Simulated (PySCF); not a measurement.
H4N2Sn, neutral, multiplicity 1. Atoms are numbered in the order given.

```xyz
7

Sn     0.0000     0.0000    -0.3931
N      0.0000     1.4975     1.0068
H      0.0000     2.4838     0.7623
H      0.0000     1.3745     2.0168
N      0.0000    -1.4975     1.0068
H      0.0000    -1.3745     2.0168
H      0.0000    -2.4838     0.7623
```

The structure is a stationary point at B3LYP-D3(BJ)/def2-SVP. The def2 effective core potentials stand for the cores of Sn; spin–orbit coupling is left out. Other conformers were not sampled.

Computed with CAM-B3LYP/def2-TZVPD in PySCF.

Mulliken values depend strongly on the basis, most of all with diffuse functions as here. ESP charges are fitted to the potential on shells at 1.4 to 2.0 van der Waals radii. Atomic charges (e):

```csv
atom,Mulliken,ESP fit
Sn1,0.57,0.34
N2,-0.62,-0.77
H3,0.16,0.29
H4,0.17,0.31
N5,-0.62,-0.77
H6,0.17,0.31
H7,0.16,0.29
```
